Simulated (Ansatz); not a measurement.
Reactions of CH6AlBO, SMILES `[BH2][AlH][O]C`.

Computed with Ansatz on PBE0-D4/def2-TZVP structures; ΔE is electronic, products minus reactants. CCSD(T)/CBS adds triple-zeta CCSD(T) − MP2 to the extrapolated MP2 energy (def2 sets, frozen cores). This one scheme is used for every species. For Br, Ge outer-core shells are correlated without core-valence functions, which leaves a few kJ/mol of doubt a bond. Scalar relativity is left out up to krypton. Each species was taken in one conformer, which may not be the lowest.

Question: Order these by ΔE at CCSD(T)/CBS, lowest first. (An estimate is asked.)
A. `[BH2][AlH][O]C` + HCl → `C[O][AlH][Cl]` + BH₃
B. `[BH2][AlH][O]C` + `CN([SiH3])CF` → `[BH2][AlH][N](C)[SiH3]` + `COCF`
C. `[BH2][AlH][O]C` + `C=C[NH][GeH3]` → `C[O][AlH][GeH3]` + `BNC=C`
D. `[BH2][AlH][O]C` + H₂ → `[BH2][AlH2]` + CH₃OH
E. `[BH2][AlH][O]C` + `F[CH]([GeH3])Br` → `C[O][AlH][Br]` + `B[CH](F)[GeH3]`
F. `[BH2][AlH][O]C` + `CS[SiH2]BO` → `[BH2][AlH][S]C` + `CO[SiH2]BO`
G. `[BH2][AlH][O]C` + `N[SiH]([SiH3])S` → `BN[SiH]([SiH3])S` + `C[O][AlH2]`
H. `[BH2][AlH][O]C` + `C[SiH2]OB[SiH3]` → `[BH2][AlH][O][SiH2]C` + `COB[SiH3]`

Answer: E (-279.5 kJ/mol), C (-215.3 kJ/mol), A (-201.2 kJ/mol), G (-178.4 kJ/mol), H (-41.6 kJ/mol), F (-19.2 kJ/mol), B (+42.4 kJ/mol), D (+118.2 kJ/mol).

Largest T1 diagnostic: 0.014, for `COB[SiH3]`.
